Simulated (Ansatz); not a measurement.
Molecule: I2 (charge -1, doublet). 
Geometry from a B3LYP-D3(BJ)/def2-TZVP (Ansatz, a quantum-chemistry and plane-wave program) optimisation:
```xyz
2

I      0.0000     0.0000    -1.6652
I      0.0000     0.0000     1.6652
```
Charge -1, spin multiplicity 2.

Basis-set convergence of Hartree-Fock and CCSD(T) correlation energies (hartree) with Ansatz. Valence correlation only, unless marked. Open shells are spin-unrestricted. Spin-orbit coupling is left out. Frozen are the shells of the preceding noble gas and the d and f shells that filled before the atom's block. In def2 rows, elements after Kr have scalar-relativistic effective core potentials. This anion needs diffuse functions, which these sets lack.

```csv
basis,functions,E(HF),"E(corr, CCSD(T))"
def2-SVP,52,-593.40291,-0.21127
def2-TZVPP,100,-593.42322,-0.31686
def2-QZVPP,164,(withheld),(withheld)
```

Some entries are withheld; supply them.


- def2-QZVPP, E(HF): -593.42596
- def2-QZVPP, E(corr, CCSD(T)): -0.36199
